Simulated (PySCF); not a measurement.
# Si (silicon, neutral) across methods

[Ne] 3s2 3p1 4s1, high-spin 3P determinant (an excited configuration). All numbers are calculated (PySCF 2.14, scalar relativity by spin-free X2C-1e, in aug-cc-pVTZ-DK (6s5p3d2f, 50 functions)).

| method | E (hartree) | mean ε 3s β (eV) | mean ε 3p α (eV) | mean ε 4s α (eV) | Σ⟨r²⟩ (bohr²) | ⟨S²⟩ |
| --- | --- | --- | --- | --- | --- | --- |
| LDA | -288.6287 | -13.606 | -7.301 | -1.717 | 57.05 | 2.001 |
| r2SCAN | -289.7612 | -13.658 | -7.785 | -1.695 | 57.81 | 2.010 |
| LC-wPBE | -289.6903 | -17.359 | -11.227 | -3.152 | 57.88 | 2.008 |
| B97-3 | -289.7639 | -14.634 | -8.405 | -1.986 | 57.63 | 2.004 |
| PBE | -289.6552 | -13.469 | -7.408 | -1.728 | 57.57 | 2.004 |
| UHF | -289.28066 | -16.751 | -11.307 | -2.789 | 58.55 | 2.015 |
| wB97M-V | -289.7815 | -16.980 | -10.119 | -2.917 | 57.28 | 2.001 |
| PBE0 | -289.6773 | -14.569 | -8.520 | -2.080 | 57.75 | 2.006 |

Question: Estimate the same row for wB97X.

Answer: E (hartree) = -289.7821; mean ε 3s β (eV) = -16.998; mean ε 3p α (eV) = -10.674; mean ε 4s α (eV) = -2.944; Σ⟨r²⟩ (bohr²) = 57.81; ⟨S²⟩ = 2.005.

The outer electron is Rydberg-like, and this basis confines it to a smaller radius and binds it less than a complete one would.
